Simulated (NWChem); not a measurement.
System: CH₃ClGeO; SMILES [GeH2]([CH]=O)[Cl]

```xyz
7

O      0.1823    -2.6376     0.2949
C      0.6176    -1.5229     0.3726
Ge    -0.5705     0.0401    -0.0193
Cl     0.6198     1.8321     0.2421
H      1.6844    -1.3199     0.6617
H     -1.7398     0.0869     0.9739
H     -1.0586    -0.0087    -1.4736
```
Atoms are numbered in this order, from 1.

Computed with NWChem. Pople sets run with spherical d functions. STO-3G and 3-21G are far too small for this property and stand as cheap habits. Coordinates come from a PBE0/def2-SVP optimisation. GIAO values for the isolated, static molecule; σ is the absolute isotropic shielding, δ = σ(reference) − σ with the isolated reference molecule computed at the same levels (13C: tetramethylsilane, 1H: tetramethylsilane, 17O: water).

```
level                δ O1 (ppm)  δ C2 (ppm)  σ Ge3 (ppm)  σ Cl4 (ppm)  δ H5 (ppm)  δ H6 (ppm)
-------------------  ----------  ----------  -----------  -----------  ----------  ----------
Hartree-Fock/STO-3G       837.8       165.2       2354.2       1280.7       12.31        2.87
B3LYP/6-311G**            899.4       232.6       1434.4        995.0       11.92        5.30
KT2/pcSseg-1              820.3       219.5       1460.1       1010.1       11.49        5.11
PBE0/pcSseg-1               ___         ___       1453.8          ___         ___         ___
```

Question: Some entries are withheld; supply them.

Answer: 
- PBE0/pcSseg-1, δ O1 (ppm): 915.1
- PBE0/pcSseg-1, δ C2 (ppm): 236.5
- PBE0/pcSseg-1, σ Cl4 (ppm): 1030.0
- PBE0/pcSseg-1, δ H5 (ppm): 11.77
- PBE0/pcSseg-1, δ H6 (ppm): 5.06
